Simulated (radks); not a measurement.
Q: Method: Dirac Kohn-Sham, BLYP, spin-unpolarised, spherical densities, finite nucleus; open shells fill j = l - 1/2 first; Fermi nuclear charge, rms radius of each element as measured or else 0.836 A^(1/3) + 0.57 fm; computed with a radial shooting solver on a logarithmic mesh with Libxc functionals. Each species is in its NIST ground configuration. Rank Hg, Pt, W, Au, Ir, Lu, Hf, Ta, Os, Re by mean radius of the outermost orbital (bohr), largest first.

A: Lu 3.65, Hf 3.47, Ta 3.33, W 3.21, Re 3.10, Os 3.00, Pt 2.95, Ir 2.92, Au 2.88, Hg 2.71.
